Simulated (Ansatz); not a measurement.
Relaxation of BH$_{4}$NSSi (8 atoms, charge 0, multiplicity 1), to a largest force component of 0.015 eV/Å in at most 40 steps.

These are results of Ansatz, RKS PBE-D4/def2-SVP, not measurements.

```xyz
8
Properties=species:S:1:pos:R:3:forces:R:3
N -0.763 1.606 -0.370 -1.31 -1.38 -0.76
B -0.608 0.143 -0.344 1.76 -0.54 0.37
Si 0.530 -1.296 0.398 1.69 2.17 4.07
S -0.227 -1.483 -1.383 -2.63 1.06 -4.99
H -0.667 1.970 -1.332 -0.42 0.12 -0.03
H -1.714 1.887 -0.005 1.17 -0.01 -0.07
H 2.027 -0.995 0.350 -0.26 -0.39 0.44
H -0.042 -2.075 1.463 0.00 -1.02 0.97
```

Task: Where does it end, and by what steps?

Result: It converged. After 7 steps the energy has fallen by 1.980 eV; H5 moved furthest, 0.77 Å.

```tsv
step	energy less start (eV)	largest force component (eV/Å)	accepted
0	0.0000	4.988	yes
1	-1.2151	1.249	yes
2	-1.5908	1.274	yes
3	-1.8420	0.502	yes
4	-1.9584	0.432	yes
5	-1.9787	0.098	yes
6	-1.9797	0.022	yes
7	-1.9799	0.010	yes
```

```xyz
8
Properties=species:S:1:pos:R:3
N -0.996 1.453 -0.580
B -0.384 0.207 -0.463
Si 0.552 -1.174 0.537
S -0.068 -1.187 -1.584
H -1.410 1.790 -1.451
H -1.072 2.107 0.199
H 2.041 -1.223 0.739
H -0.126 -2.216 1.381
```

Whether the end is a true minimum wasn't checked by a vibrational analysis.

Time of the run: 25 s on 1 thread of Arm Neoverse V1, with other jobs on the host, peak memory 0.14 GiB.
